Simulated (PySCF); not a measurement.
Unknowns

- structure optimised with GFN2-xTB
- shieldings: GIAO PBE0/pcSseg-1
- code: PySCF 2.14.0 with density-fitted response routines
- non-relativistic Hamiltonian, in vacuum, one conformer, averaged over atoms made equivalent by symmetry, fast rotation or ring inversion

Referencing at the same level of theory: $^{1}$H (σ = 31.72 ppm) and $^{13}$C (σ = 186.93 ppm) against TMS. Where no couplings were computed, multiplicities follow the n + 1 count of equivalent neighbours, and m marks all less simple cases (inequivalent or close neighbours, rings, F or P nearby). Shifts are as computed. Against solution values, carbons near 30 ppm lie about +3 ppm off and those near 130 ppm about +5 ppm (rms about the fit 2.1 ppm; single classes can miss by 10 ppm). Of 1328 compounds with measured shifts, 309 miss one by over three times the rms of a fit or turn the order of signals round; such compounds aren't used in these exercises. Signals without a measured value on file couldn't be tested in this way; 1H shifts scatter by 0.2 ppm about their fit, and single ones miss by 0.5 ppm.

(1) C6H10O2. $^{1}$H NMR (600 MHz, computed): δ 3.66 (s, 3H), 3.60 (m, 1H), 3.18 (m, 1H), 3.03 (m, 1H), 2.00 (m, 1H), 1.74 (m, 1H), 1.72 (m, 1H), 1.38 (m, 1H). $^{13}$C{$^{1}$H} NMR (computed): δ 87.3 (CH), 59.7 (CH3), 53.1 (CH), 51.1 (CH), 28.7 (CH2), 28.6 (CH2). Identify the compound.

(2) C6H10O2. $^{1}$H NMR (600 MHz, computed): δ 6.74 (br s, 1H), 5.88 (br s, 1H), 3.96 (s, 3H), 2.41 (q, 2H), 1.08 (t, 3H). $^{13}$C{$^{1}$H} NMR (computed): δ 173.6 (C), 151.0 (C), 134.9 (CH2), 53.5 (CH3), 31.1 (CH2), 18.1 (CH3). Give a structure.

(3) C6H10O2. $^{1}$H NMR (300 MHz, computed): δ 3.69 (q, 1H), 2.23 (s, 6H), 1.40 (d, 3H). $^{13}$C{$^{1}$H} NMR (computed): δ 210.2 (C), 69.9 (CH), 28.8 (CH3), 15.4 (CH3). Give a structure.

Answers

(1) `CO[C@@H]1CC[C@@H]2O[C@@H]21`. The formula gives 2 degrees of unsaturation (2 rings in the answer). 6 carbon signals for 6 carbons: no two carbons are equivalent. Carbon types of the structure: 3 × CH, 2 × CH2, 1 × CH3, which accounts for all hydrogens. δC 87.3: sp3 CH bonded to O; the inductive effect lowers its shielding. δC 59.7: methyl carbon bonded to O; pulled downfield by the heteroatom. δC 28.7, 28.6: sp3 CH2 in a ring; aliphatic region, no heteroatom directly attached. δH 3.60: hydrogen on an sp3 CH bonded to O; its carbon carries O, hence the downfield position.

The shifts were computed for this structure. Such data don't tell enantiomers apart.

(2) `C=C(CC)C(=O)OC`. The formula gives 2 degrees of unsaturation (no ring in the answer). 6 carbon signals for 6 carbons: no two carbons are equivalent. Carbon types of the structure: 2 × C, 2 × CH2, 2 × CH3, which accounts for all hydrogens. δC 173.6: ester carbonyl carbon; lone-pair donation from the attached heteroatom keeps it upfield of a ketone carbonyl. δC 151.0: α carbon of a C=C–C=O unit; the olefinic region. δC 134.9: β carbon of a C=C–C=O unit; conjugation with the carbonyl draws π density from the β position. δH 6.74, 5.88: hydrogen on a β carbon of a C=C–C=O unit; olefinic region.

The data come from this structure; uniqueness wasn't tested.

(3) `O=C(C(C(C)=O)C)C`. Rings plus π bonds: 2 (no ring in the answer). 4 carbon signals for 6 carbons: some carbons are equivalent by symmetry or fast rotation. Carbon types of the structure: 2 × C, 1 × CH, 3 × CH3, which accounts for all hydrogens. δC 210.2: ketone carbonyl carbon; low-lying n→π* states of the double bond to the heteroatom give a large paramagnetic term (-275 ppm). δC 69.9: sp3 CH α to a carbonyl. δC 28.8: methyl carbon α to a carbonyl; α to the electron-withdrawing carbonyl group. δH 2.23: hydrogen on a methyl carbon α to a carbonyl; α to C=O.

The data come from this structure; uniqueness wasn't tested.
